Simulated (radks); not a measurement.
Coulomb parameter of the 3d shell of the chromium ion Cr+ in the model configuration [Ar] 3d4 4p1, as a second difference U = [E(n + 0.5) + E(n - 0.5) - 2 E(n)] / (0.5)^2 with all orbitals relaxed. "Bare": the charge of the atom changes with n. "Screened": the 4p shell takes up the change at fixed total charge, which measures U(3d,3d) + U(4p,4p) - 2 U(3d,4p). All-electron calculation, Dirac Kohn-Sham, BLYP, spin-unpolarised, spherical densities, finite nucleus; open shells are shared between the two j in proportion to 2j + 1; Fermi nuclear charge, rms radius 3.6452 fm. Program: a radial shooting solver on a logarithmic mesh with Libxc functionals.

start: configuration [Ar] 3d4 4p1; E - E(n) (eV) 0.000
bare +0.5: configuration [Ar] 3d4.5 4p1; E - E(n) (eV) -5.969
bare -0.5: configuration [Ar] 3d3.5 4p1; E - E(n) (eV) 9.180
screened +0.5: configuration [Ar] 3d4.5 4p0.5; E - E(n) (eV) -3.153
screened -0.5: configuration [Ar] 3d3.5 4p1.5; E - E(n) (eV) 4.186

U(bare) = 12.845 eV, U(screened by 4p) = 4.132 eV.
